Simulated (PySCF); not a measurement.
ORD: `C[SiH2][C@H]([SiH3])[Si@H](N)F`, C2H12FNSi3

Geometry:
| atom | x (Å) | y (Å) | z (Å) |
| --- | --- | --- | --- |
| C1 | -1.721 | -1.428 | -0.326 |
| Si2 | -1.356 | -0.231 | 1.097 |
| C3 | 0.141 | 0.879 | 0.672 |
| Si4 | -0.130 | 1.956 | -0.867 |
| Si5 | 1.772 | -0.072 | 0.590 |
| N6 | 1.752 | -1.131 | -0.760 |
| F7 | 1.912 | -1.089 | 1.840 |
| H8 | -2.016 | -0.895 | -1.225 |
| H9 | -0.845 | -2.022 | -0.562 |
| H10 | -2.527 | -2.108 | -0.068 |
| H11 | -1.101 | -0.976 | 2.337 |
| H12 | -2.523 | 0.642 | 1.324 |
| H13 | 0.240 | 1.572 | 1.512 |
| H14 | -1.337 | 2.773 | -0.711 |
| H15 | -0.264 | 1.136 | -2.078 |
| H16 | 1.021 | 2.848 | -1.065 |
| H17 | 2.949 | 0.782 | 0.756 |
| H18 | 1.593 | -0.753 | -1.678 |
| H19 | 2.431 | -1.875 | -0.797 |

Computed with TDDFT CAM-B3LYP/def2-SVPD circular dichroism and optical rotation, one conformer, gas phase (PySCF). Geometry: GFN2-xTB.

The molecule is flexible and this is one conformer; a measurement averages over conformers.

Stereocentres: C3 S, Si5 R.

(1) Give the optical rotatory dispersion at 633, 589.3, 546, 436, 405, 365, 355 nm.

(2) And for the mirror image at 589.3 nm?

(3) What is the molar rotation [Φ] = [α]·M/100 of the geometry above at 589.3 nm?

Answers

(1) [α] in deg dm⁻¹ (g/mL)⁻¹:
| λ (nm) | origin-invariant length gauge | modified velocity gauge | length gauge (centre of mass) | isotropic polarisability (au) |
| --- | --- | --- | --- | --- |
| 633 | -71.9 | -75.1 | -71.6 | 111.0 |
| 589.3 | -84.9 | -88.6 | -84.6 | 111.4 |
| 546 | -101.8 | -106.2 | -101.4 | 111.9 |
| 436 | -180.1 | -187.6 | -179.3 | 114.2 |
| 405 | -220.4 | -229.5 | -219.5 | 115.2 |
| 365 | -298.5 | -310.5 | -297.2 | 117.0 |
| 355 | -325.0 | -338.1 | -323.6 | 117.6 |

(2) +84.9 deg dm⁻¹ (g/mL)⁻¹ (origin-invariant length gauge): the same size and the opposite sign.

(3) With M = 153.38 g/mol, -130.3 deg cm² dmol⁻¹ (origin-invariant length gauge).

The first excitation lies at 6.85 eV (181 nm) with R = -10.9 × 10⁻⁴⁰ esu² cm² (velocity form).
